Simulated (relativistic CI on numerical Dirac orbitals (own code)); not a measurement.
# Line list: Electric-dipole lines, Nd15+

Method of calculation: Dirac-Coulomb-Breit CI, orbitals from a KLI potential per configuration, QED by a radiative potential, unscaled Slater integrals (own radial code, finite nucleus).

CI space (outside the closed core [Ar] 3d10): 4s2 4p6 4d9, 4s2 4p5 4d10, 4s2 4p6 4d8 4f, 4s 4p6 4d10, 4s2 4p6 4d8 5s, 4s2 4p5 4d9 4f, 4s2 4p6 4d8 5p, 4s 4p6 4d9 4f, 4s2 4p6 4d7 4f 5s, 4s2 4p6 4d8 5d, 4s2 4p6 4d7 5s 5p, 4s2 4p5 4d9 5s, 4s2 4p6 4d8 5f, 4s2 4p6 4d8 6s, 4s2 4p6 4d7 5s2, 4s2 4p6 4d6 4f 5s2, 4s2 4p5 4d7 4f 5s2, 4s2 4p6 4d6 5s2 5p. Double excitations out of closed p, d and f shells are left out; levels of such configurations are missing from the list, as are those of other unlisted configurations, and high levels can miss mixing partners.

| λ vac (nm) | Lower | Upper | A (s⁻¹) | gf | Branching (%) |
| --- | --- | --- | --- | --- | --- |
| 7.4679 | 4s2 4p6 4d9 2D_3/2 [2] | 4s2 4p6 4d8 5p 4D°_1/2 [129] | 5.07e+11 | 8.48e-01 | 98.4 |
| 7.4735 | 4s2 4p6 4d9 2D_5/2 [1] | 4s2 4p6 4d8 5p 2F°_7/2 [116] | 1.32e+11 | 8.82e-01 | 94.8 |
| 7.4913 | 4s2 4p6 4d9 2D_3/2 [2] | 4s2 4p6 4d8 5p 2D°_3/2 [128] | 1.40e+11 | 4.70e-01 | 87.0 |
| 7.5148 | 4s2 4p6 4d9 2D_3/2 [2] | 4s2 4p6 4d8 4f 2P°_1/2 [127] | 3.42e+12 | 5.79e+00 | 99.9 |
| 7.5233 | 4s2 4p6 4d9 2D_5/2 [1] | 4s2 4p6 4d8 5p 4D°_3/2 [113] | 8.60e+10 | 2.92e-01 | 92.9 |
| 7.5643 | 4s2 4p6 4d9 2D_3/2 [2] | 4s2 4p6 4d8 5p 2P°_3/2 [124] | 1.05e+11 | 3.62e-01 | 70.0 |
| 7.5806 | 4s2 4p6 4d9 2D_5/2 [1] | 4s2 4p6 4d8 5p 4G°_5/2 [107] | 1.09e+11 | 5.63e-01 | 93.5 |
| 7.6209 | 4s2 4p6 4d9 2D_3/2 [2] | 4s2 4p6 4d8 5p 2D°_5/2 [119] | 1.55e+11 | 8.10e-01 | 74.0 |
| 7.6468 | 4s2 4p6 4d9 2D_5/2 [1] | 4s2 4p6 4d8 4f 2F°_7/2 [104] | 3.70e+12 | 2.59e+01 | 100.0 |
| 7.6585 | 4s2 4p6 4d9 2D_3/2 [2] | 4s2 4p6 4d8 4f 2F°_5/2 [117] | 3.62e+12 | 1.91e+01 | 98.6 |
| 7.6946 | 4s2 4p6 4d9 2D_5/2 [1] | 4s2 4p6 4d8 5p 4D°_5/2 [102] | 3.57e+11 | 1.90e+00 | 98.2 |
| 7.6971 | 4s2 4p6 4d9 2D_5/2 [1] | 4s2 4p6 4d8 4f 2P°_3/2 [101] | 3.66e+12 | 1.30e+01 | 100.0 |
| 7.7311 | 4s2 4p6 4d9 2D_5/2 [1] | 4s2 4p6 4d8 4f 2D°_5/2 [100] | 3.29e+12 | 1.77e+01 | 99.2 |
| 7.7601 | 4s2 4p6 4d9 2D_3/2 [2] | 4s2 4p6 4d8 4f 2D°_3/2 [110] | 3.56e+12 | 1.28e+01 | 100.0 |
| 7.7768 | 4s2 4p6 4d9 2D_5/2 [1] | 4s2 4p6 4d8 5p 2F°_5/2 [99] | 8.45e+10 | 4.60e-01 | 94.2 |
| 14.721 | 4s2 4p6 4d8 4f 2K°_15/2 [43] | 4s2 4p6 4d8 5d 2I_13/2 [192] | 3.76e+10 | 1.71e+00 | 41.0 |
| 14.888 | 4s2 4p6 4d8 4f 4I°_15/2 [11] | 4s2 4p6 4d8 5d 4H_13/2 [153] | 3.72e+10 | 1.73e+00 | 40.0 |
| 15.011 | 4s2 4p6 4d8 4f 4H°_13/2 [15] | 4s2 4p6 4d8 5d 4G_11/2 [155] | 2.44e+10 | 9.88e-01 | 26.9 |
| 15.013 | 4s2 4p6 4d8 4f 4I°_13/2 [32] | 4s2 4p6 4d8 5d 4H_11/2 [172] | 3.33e+10 | 1.35e+00 | 36.5 |
| 15.119 | 4s2 4p6 4d8 4f 4I°_13/2 [12] | 4s2 4p6 4d8 5d 2H_11/2 [150] | 2.36e+10 | 9.71e-01 | 22.5 |
| 26.477 | 4s2 4p6 4d8 5p 4G°_7/2 [103] | 4s2 4p6 4d8 5d 4H_9/2 [164] | 3.93e+10 | 4.13e+00 | 38.7 |
| 26.602 | 4s2 4p6 4d8 5p 2G°_9/2 [97] | 4s2 4p6 4d8 5d 2H_11/2 [150] | 5.50e+10 | 7.00e+00 | 52.5 |
| 26.856 | 4s2 4p6 4d8 5p 2H°_9/2 [114] | 4s2 4p6 4d8 5d 2I_11/2 [186] | 5.47e+10 | 7.09e+00 | 52.0 |
| 30.068 | 4s2 4p6 4d8 5p 4G°_11/2 [108] | 4s2 4p6 4d8 5d 4H_13/2 [153] | 4.82e+10 | 9.14e+00 | 51.8 |
| 30.134 | 4s2 4p6 4d8 5p 4G°_9/2 [122] | 4s2 4p6 4d8 5d 4H_11/2 [172] | 4.77e+10 | 7.80e+00 | 52.3 |
| 30.177 | 4s2 4p6 4d8 5p 4D°_7/2 [131] | 4s2 4p6 4d8 5d 4F_9/2 [187] | 4.60e+10 | 6.28e+00 | 50.8 |
| 30.253 | 4s2 4p6 4d8 5p 2H°_11/2 [134] | 4s2 4p6 4d8 5d 2I_13/2 [192] | 4.75e+10 | 9.12e+00 | 51.8 |
| 30.323 | 4s2 4p6 4d8 5p 4F°_9/2 [111] | 4s2 4p6 4d8 5d 4G_11/2 [155] | 3.23e+10 | 5.33e+00 | 35.6 |
| 40.587 | 4s2 4p6 4d8 5s 4F_9/2 [63] | 4s2 4p6 4d8 5p 4G°_11/2 [108] | 1.18e+10 | 3.48e+00 | 100.0 |
| 41.618 | 4s2 4p6 4d8 5s 2G_9/2 [88] | 4s2 4p6 4d8 5p 2H°_11/2 [134] | 1.10e+10 | 3.44e+00 | 99.9 |

Terms are leading LS components. Brackets give the number of a level in order of energy, since labels repeat. The list gives strong lines, with weight on those to low levels, without lines whose two gauges differ by over a factor of 2.5, among the lowest 200 of 2828 levels, so that lines to higher ones, which can be the strongest, are missing. Levels whose partners in the same complex of configurations lie outside the list can be far off, and so can their lines. Rates are taken at the computed energies, electric ones in the length gauge.

At this charge energies of transitions that change n are usually good to better than 1 %, and those within a shell (Δn = 0) to a few per cent. Levels and lines within the n = 5 or 6 shells can be off by up to 10 % or somewhat more, and those that change n by about 2 %, since core polarisation is missing.

LS names give the leading component of a level, which can be under half, so a name can repeat, a term be missing and a line seem to break the LS rules.
